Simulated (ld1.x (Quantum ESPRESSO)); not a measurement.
**Before and after: TM potential for As**

As (Z = 33), norm-conserving Troullier–Martins (Kleinman–Bylander form), made with ld1.x (Quantum ESPRESSO) 7.5 (PBE, scalar-relativistic). Core [Ar] 3d10, reference 4s2 4p1 (charge +2). Waves: 4s (bound): rc 1.50 bohr; 4p (bound): rc 1.80 bohr; 4d channel at 0.15 Ry: rc 1.95 bohr. Local part: all-electron potential smoothed inside 1.40 bohr (lloc = -1). Core correction: a·sin(br)/r model core inside 1.45 bohr.

Change: wave 4p (bound): rc 1.80 bohr becomes 4p (bound): rc 1.38 bohr.

Cutoffs: the cutoffs (Ry, on a coarse ladder) from which the occupation-weighted sum of valence levels, in a spherical-Bessel basis at the reference potential, stays within 10 and 1 mRy of its value at 400 Ry; they do not see the model core or the augmentation charge, which bear on the density cutoff. Errors are all-electron minus pseudo energies relative to the spin-unpolarised reference configuration.

What does the change do?

The potential gets harder (25 Ry and 50 Ry → 45 Ry and 80 Ry); of the 7 tests that both files solve, the error grows in 6 and shrinks in 0 by more than 15 % and 0.3 meV (median size 4.4 → 7.5 meV); neither file shows a bound ghost. A smaller radius makes the pseudo-wave follow the all-electron one further in, where it bends more sharply, so more plane waves are needed. That the errors move this way runs against the usual rule that smaller radii transfer better.

| quantity | base | changed |
| --- | --- | --- |
| cutoff, loose | 25 Ry | 45 Ry |
| cutoff, tight | 50 Ry | 80 Ry |
| loose cutoff by channel (10 mRy a level) | s 18 Ry, p 12 Ry | s 18 Ry, p 45 Ry |
| bound ghosts | none | none |
| error for 4s2 4p3, meV [ΔE -27.07 eV] | +2.8 | +5.3 |
| error for 4s2 4p2, meV [ΔE -17.92 eV] | +0.5 | +0.9 |
| error for 4s2 4p0, meV [ΔE 27.70 eV] | -14 | -15 |
| error for 4s1 4p3, meV [ΔE -7.81 eV] | +0.2 | +4.5 |
| error for 4s0 4p5, meV [ΔE -8.01 eV] | -5.3 | +12 |
| error for 4s2 4p3.3, meV [ΔE -28.30 eV] | +4.4 | +7.5 |
| error for 4s1 4p4, meV [ΔE -17.65 eV] | +4.5 | +11 |
| s: phases at 2.14 bohr within 0.05 rad from the reference energy up to (Ry; the scan ends near 5) | -0.9 | -0.9 |
| p: phases at 2.14 bohr within 0.05 rad from the reference energy up to (Ry; the scan ends near 5) | 1.9 | 1.5 |
| d: phases at 2.14 bohr within 0.05 rad from the reference energy up to (Ry; the scan ends near 5) | 3.1 | 3.1 |
